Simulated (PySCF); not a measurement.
Si3PH8SOF

Si3PH8SOF is a molecule drawn to mimic a surface site (built as: Si site whose three back bonds go to F, SSiH3, PHSiH3; end group OH), neutral, singlet. The structure, one conformer, was relaxed in the gas phase by PBE0-D3(BJ)/def2-SVP. No frequency run checks that it is a minimum.

SMILES: O[Si](F)(P[SiH3])S[SiH3]

```xyz
15

Si    0.186    0.765   -0.393
F     0.919    1.841    0.579
S     1.597    0.053   -1.822
Si    2.950   -0.975   -0.483
P    -0.602   -0.859    0.916
Si   -2.685    0.015    1.160
O    -1.035    1.539   -1.184
H     3.140   -0.182    0.763
H     4.232   -1.102   -1.230
H     2.425   -2.329   -0.145
H    -0.929   -1.701   -0.190
H    -2.534    1.367    1.771
H    -3.425   -0.869    2.110
H    -3.439    0.098   -0.123
H    -0.817    2.309   -1.720
```
Atoms count from 1 in this order.

Shieldings: GIAO PBE0/pcSseg-1. Shifts are against computed references at the same level: H TMS (σ 31.27 ppm), Si TMS (σ 352.0 ppm). Core levels by delta-SCF with SCAN, pcX-2 on the ionised atom and pcseg-1 elsewhere, spin-free X2C (2p3/2 is the spin-free 2p value less a third of a first-order spin-orbit splitting); from the vacuum level, for chosen atoms.

Problem. Give the shieldings and core levels atom by atom.

Solution. 
```tsv
atoms	bonded to	σ (ppm)	δ (ppm)	core level (eV)
Si1	1 F + 1 O + 1 P + 1 S	337.1	14.9	2p3/2 108.35
F2	1 Si	290.9	-	1s 692.19
S3	2 Si	718.1	-	2p3/2 168.86
Si4	1 S + 3 H	403.7	-51.7	-
P5	2 Si + 1 H	604.4	-	2p3/2 136.10
Si6	1 P + 3 H	427.3	-75.3	-
O7	1 Si + 1 H	249.8	-	1s 538.98
H8 H9 H10	1 Si	26.55	4.71	-
H11	1 P	29.95	1.32	-
H12 H13 H14	1 Si	27.04	4.23	-
H15	1 O	28.69	2.57	-
```

Values are those of this one static structure, with the three H of a rotating XH3 group averaged; atoms that internal rotation interchanges would show their mean in an NMR spectrum.

Problem. By CAM-B3LYP/def2-SVPD (TDDFT singlets, Tamm-Dancoff triplets, ionisation by delta-SCF), where does absorption start, and what does vertical ionisation take?

Solution. The lowest singlet lies at 6.03 eV (f 0.006), the strongest of the first 6 at 6.73 eV (f 0.083), the lowest triplet at 5.45 eV; vertical ionisation takes 9.43 eV.
